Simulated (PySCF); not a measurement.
Molfile (atoms numbered from 1):
```
C3H8OSi
     RDKit          3D

 13 13  0  0  0  0  0  0  0  0999 V2000
    2.4562   -0.2214   -0.3991 O   0  0  0  0  0  0  0  0  0  0  0  0
    1.0789   -0.2026    0.4701 Si  0  0  0  0  0  4  0  0  0  0  0  0
   -0.4700   -1.1237   -0.1702 C   0  0  0  0  0  0  0  0  0  0  0  0
   -1.3183    0.1602   -0.0486 C   0  0  0  0  0  0  0  0  0  0  0  0
   -0.2013    1.1942    0.2088 C   0  0  0  0  0  0  0  0  0  0  0  0
    2.4600   -0.0624   -1.3398 H   0  0  0  0  0  0  0  0  0  0  0  0
    1.5865   -0.4789    1.8032 H   0  0  0  0  0  0  0  0  0  0  0  0
   -0.8566   -1.9538    0.4153 H   0  0  0  0  0  0  0  0  0  0  0  0
   -0.4003   -1.4688   -1.2015 H   0  0  0  0  0  0  0  0  0  0  0  0
   -1.9137    0.3742   -0.9355 H   0  0  0  0  0  0  0  0  0  0  0  0
   -1.9923    0.0990    0.8041 H   0  0  0  0  0  0  0  0  0  0  0  0
   -0.0192    1.8218   -0.6634 H   0  0  0  0  0  0  0  0  0  0  0  0
   -0.4143    1.8626    1.0391 H   0  0  0  0  0  0  0  0  0  0  0  0
  1  2  1  0
  2  3  1  0
  3  4  1  0
  4  5  1  0
  5  2  1  0
  1  6  1  0
  2  7  1  0
  3  8  1  0
  3  9  1  0
  4 10  1  0
  4 11  1  0
  5 12  1  0
  5 13  1  0
M  END
```

- shielding tensors at PBE0/pcSseg-1 (GIAO)
- coordinates at the GFN2-xTB level
- code: PySCF
- rapidly exchanging positions averaged, no solvent model, no relativistic terms, one computed conformer

Scale: ¹³C (σref 186.93), ¹H (σref 31.72), ²⁹Si (σref 349.16) against TMS; H2O for ¹⁷O (σref 336.08) (reference shieldings calculated alike).

```csv
atoms,nucleus,count,δ (ppm)
H11,¹H,1,1.73
O1,¹⁷O,1,55.3
H7,¹H,1,5.24
H10,¹H,1,1.86
H9/H12,¹H,2,?
C4,¹³C,1,14.8
Si2,²⁹Si,1,?
H6,¹H,1,1.82
C3/C5,¹³C,2,26.2
H8/H13,¹H,2,?
```

**Question.** Estimate the values marked ?.

**Answer.** 
- H8/H13: 1.72 ppm, hydrogen on an sp3 CH2 bonded to Si
- H9/H12: 1.68 ppm, hydrogen on an sp3 CH2 bonded to Si
- Si2: 6.3 ppm, silicon bonded to 2 C, O, H, in a 4-membered ring

The OH or NH signal is concentration- and solvent-dependent in practice; the value given is the gas-phase one. Shifts are as computed. Against solution values, carbons near 30 ppm lie about +3 ppm off and those near 130 ppm about +5 ppm. Of 1211 compounds with measured shifts, 218 miss one by over three times the rms of a fit or turn the order of signals round; such compounds aren't used in these exercises. Experimental scales use liquid or dissolved standards, which lie at an offset from isolated H2O (liquid H2O: subtract about 36 ppm).
